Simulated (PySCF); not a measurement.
Species: C₆H₁₀P (charge +1).
Numbering: `[CH3:1][PH+:2]1[CH:3]=[CH:4][CH2:5][CH:6]=[CH:7]1`

Cartesian coordinates in Å at the GFN2-xTB level; atoms count from 1:
```
atom  x, y, z in Å
C1    -2.496    0.458    0.042
P2    -0.978   -0.474    0.347
C3     0.181    0.405    1.369
C4     1.448    0.571    0.986
C5     2.074    0.087   -0.272
C6     1.198   -0.567   -1.279
C7    -0.096   -0.861   -1.148
H8    -2.999    0.666    0.988
H9    -2.253    1.400   -0.452
H10   -3.163   -0.123   -0.596
H11   -1.364   -1.644    0.979
H12   -0.185    0.805    2.305
H13    2.120    1.117    1.637
H14    2.587    0.929   -0.752
H15    2.881   -0.610   -0.011
H16    1.694   -0.815   -2.209
H17   -0.656   -1.332   -1.945
```

NICS is the negative of the GIAO shielding at a point without a nucleus: at the ring centre (0) and 1 Å above and below it (1); zz is the component along the ring normal. Level: GIAO PBE0/pcSseg-1 (PySCF, non-relativistic, gas phase) on the GFN2-xTB geometry, one conformer.

Ring bond lengths (Å), with Mayer bond orders in brackets: P2–C3 1.778 (1.00), C3–C4 1.334 (1.87), C4–C5 1.486 (1.09), C5–C6 1.486 (1.09), C6–C7 1.334 (1.87), C7–P2 1.778 (1.00).

**Question.** What do the NICS probes read (ppm)?

**Answer.** 
```json
{"ring": "P2–C3–C4–C5–C6–C7", "type": "6-membered ring with P; formal bonds 2 double, 4 single", "NICS(0)": "0.8", "NICS(1), two faces": "-2.1 / -1.4", "NICS(1)zz, two faces": "1.1 / 1.5", "rms pucker (Å)": "0.03", "centre to ring atoms, mean (Å)": "1.53"}
```

**Question.** What can be read from them?

**Answer.** 
- P2–C3–C4–C5–C6–C7: mean NICS(1)zz 1.3 ppm, near zero. P2, C5 have four or more neighbours, and the NICS criterion for π rings isn't applied.

**Question.** At the second NICS(1) probe listed for ring P2–C3–C4–C5–C6–C7, 1 Å off the ring, how large is the induced field along the normal in 11.7 T applied along it?

**Answer.** NICSzz × B0 = 1.5 ppm × 11.7 T = 18 μT, along the applied field.
